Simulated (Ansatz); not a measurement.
The same path of BClF2H5NSi (11 atoms, charge 0, multiplicity 1) was run 3 times with different band settings. Lost on the way: B1–Cl2, N5–H11. Made: Cl2–H11.

These are results of RKS BLYP-D4/def2-SVP in Ansatz 0.2.0, not measurements.

Relaxed end points:

```xyz
11
Properties=species:S:1:pos:R:3
B 0.037 -0.188 0.251
Cl 0.111 0.864 1.817
F 1.204 -0.154 -0.475
F -1.105 0.019 -0.484
N -0.076 -1.753 0.834
H 0.006 -2.383 0.017
Si 1.166 -2.170 2.152
H 1.392 -3.644 1.992
H 2.410 -1.411 1.876
H 0.535 -1.888 3.468
H -1.040 -1.871 1.186
```

```xyz
11
Properties=species:S:1:pos:R:3
B 0.222 -0.917 -0.360
Cl -0.592 1.029 2.557
F 1.441 -0.412 -0.588
F -0.750 -0.662 -1.244
N -0.025 -1.703 0.807
H -0.950 -2.145 0.849
Si 1.221 -2.298 1.952
H 1.975 -3.454 1.367
H 2.157 -1.177 2.257
H 0.484 -2.749 3.174
H -0.541 -0.091 1.862
```

Common settings: movable images 5; climbing image yes; optimiser quadratic models (default); force threshold 0.03 eV/Å; iteration limit 60; end points relaxed.

| run | spring | start path |
| --- | --- | --- |
| 1 | 5.0 eV/Å² | through a guess of the saddle point |
| 2 | 5.0 eV/Å² | straight line |
| 3 | 2.0 to 10.0 eV/Å², energy-weighted | through a guess of the saddle point |

Question: What does each run give, and how far can it be trusted?

Answer: Run 1: converged after 31 iterations, highest image 0.922 eV above the first end. The profile has 2 maxima (images 1, 3) with wells between them (image 2): this band takes more than one step, which may be the mechanism or a detour left from its start path. A vibrational analysis at the climbing image gives one clearly imaginary mode, 909i cm⁻¹: a first-order saddle point.
Run 2: converged after 27 iterations, highest image 0.922 eV above the first end. Beside the main top the profile has a ripple of under 15 meV (maxima at images 1, 4), which may be a very shallow well or noise. Another band between the same ends (5 images) ends at a top of the same energy, where a vibrational analysis finds 1 clearly imaginary mode.
Run 3: converged after 28 iterations, highest image 0.922 eV above the first end. Another band between the same ends (5 images) ends at a top of the same energy, where a vibrational analysis finds 1 clearly imaginary mode.
The orbitals stay closed-shell, which can raise the energy where a bond breaks towards radicals; this wasn't checked here.
